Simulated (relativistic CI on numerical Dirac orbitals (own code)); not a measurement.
## Slater and spin-orbit integrals, Gd LXIII

Method of calculation: Dirac-Coulomb-Breit CI, KLI orbitals optimised for each configuration, a model potential for QED, unscaled Slater integrals (own radial code, finite nucleus).

Slater integrals F^k, G^k are unscaled and averaged over j, outside the closed core (none); ζ comes from projecting the Hamiltonian with its Breit term on Σ l·s of the shell.

- 1s 2s: G^0(1s,2s) = 380640 cm⁻¹; <r>(1s) = 0.02166, <r^2>(1s) = 0.0006392, <r>(2s) = 0.08691, <r^2>(2s) = 0.00893 (bohr units).
- 1s 2p: G^1(1s,2p) = 681000, ζ(2p) = 4.4693e+06 cm⁻¹; <r>(1s) = 0.02167, <r^2>(1s) = 0.0006393, <r>(2p) = 0.07544, <r^2>(2p) = 0.006902 (bohr units).
- 1s 3s: G^0(1s,3s) = 99009 cm⁻¹; <r>(1s) = 0.02165, <r^2>(1s) = 0.0006382, <r>(3s) = 0.2001, <r^2>(3s) = 0.04577 (bohr units).

Averages of the first 10 configurations, taken without configuration mixing, which lowers the lowest level and can move excited configurations by several eV; other configurations of the list can lie among them:

```
Configuration  Parity  States  Average energy above the lowest level (eV)
          1s2    even       1                                         0.3
        1s 2s    even       4                                     43174.3
        1s 2p     odd      12                                     43801.1
        1s 3s    even       4                                     51398.7
        1s 3p     odd      12                                     51583.4
        1s 3d    even      20                                     51715.6
        1s 4s    even       4                                     54233.9
        1s 4p     odd      12                                     54311.2
        1s 4d    even      20                                     54366.9
        1s 4f     odd      28                                     54388.0
```
